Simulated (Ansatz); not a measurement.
`N=C([SeH])[SiH2]Cl` at its PBE0-D4/def2-TZVP geometry, where that method's forces vanish. Charge 0, multiplicity 1.

```
atom   x (Å)   y (Å)   z (Å)
  N1  -0.582   0.228  -1.860
  C2  -0.614   0.003  -0.620
 Se3  -2.319  -0.429   0.153
 Si4   0.828   0.038   0.598
 Cl5   2.512   0.523  -0.466
  H6   0.365   0.448  -2.173
  H7  -1.791  -0.582   1.519
  H8   0.593   1.066   1.636
  H9   1.007  -1.296   1.214
```

Question: For each bond, give half the difference of the two atoms' forces along it (eV/Å; positive pushes the atoms apart) under PBE-D4, r2SCAN-D4, B3LYP-D4, ωB97M-V in def2-TZVPP. (Best estimate.)

Answer: Ansatz gave: 
```tsv
bond	length (Å)	PBE-D4	r2SCAN-D4	B3LYP-D4	ωB97M-V
N1–C2	1.261	0.68	0.32	0.09	0.04
N1–H6	1.022	0.18	-0.03	-0.07	-0.04
C2–Se3	1.921	0.08	0.12	0.24	0.07
C2–Si4	1.887	-0.25	-0.14	-0.04	0.00
Se3–H7	1.472	0.26	-0.02	0.04	-0.08
Si4–Cl5	2.050	0.21	0.05	0.22	0.09
Si4–H8	1.480	0.07	-0.02	-0.12	-0.15
Si4–H9	1.480	0.07	-0.03	-0.12	-0.15
```

B3LYP here is the variant with VWN-RPA as its local correlation; programs differ in this.
